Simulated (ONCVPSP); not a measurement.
**V, ONCV: configuration errors across variants**

ONCVPSP 4.0.1 input, shortened (lines: element, Z, core and valence counts, functional; n l f; lmax; l rc ep ncon nbas qcut; lloc lpopt rc5 dvloc0; l nproj debl; icmod fcfact rcfact), LDA (Perdew-Zunger), fully relativistic:

```
  V 23.00    5    2        3      upf
    1    0    2.00
    2    0    2.00
    2    1    6.00
    3    0    2.00
    3    1    6.00
    3    2    3.00
    4    0    2.00
    3
    0    2.85    0.00    3    8    2.30
    1    2.65    0.31    4    8    2.50
    2    2.30    0.00    3    7    6.10
    3    2.55    0.31    4    8    4.40
    4    5    2.15    0.00
    0    1    0.80
    1    1    2.00
    2    2    0.90
    3    2    1.10
    0    0.00    0.00
```

Open shells are filled in proportion to 2j + 1.

In the p channel the program set the typed energies aside and used 0.050 Ha (j = l + 1/2; the other j can differ).

All-electron excitation energies from the reference (eV): (1) 3d3 4s1 7.941; (2) 3d3 4s0 22.486; (3) 3d2 4s0 51.644; (4) 3d3 4s0 4p2 6.999.

2 further variants failed, have other tests or another functional or relativity, and are left out.

Errors AE − PS in meV (a dash: test not solved or not reliable):

```json
{"change": "base", "(1)": "+16", "(2)": "+60", "(3)": "+324", "(4)": "-0.9", "bound ghosts": "none", "GHOST(+) flags above zero": "s"}
{"change": "d: qcut 8.9", "(1)": "+15", "(2)": "+59", "(3)": "+165", "(4)": "+1.2", "bound ghosts": "none", "GHOST(+) flags above zero": "s"}
{"change": "d: ncon 4, nbas 8", "(1)": "+16", "(2)": "+62", "(3)": "+288", "(4)": "-0.1", "bound ghosts": "none", "GHOST(+) flags above zero": "s"}
```

**Question.** Give the same row for: all radii scaled by about 1.18 (s 3.36, p 3.12, d 2.70, f 3.00 bohr); local potential polynomial inside 2.52 bohr (lpopt 5, dvloc0 0 Ha).

**Answer.** +8.6, -17, +228, -37; bound ghosts: none; GHOST(+) flags above zero: none.
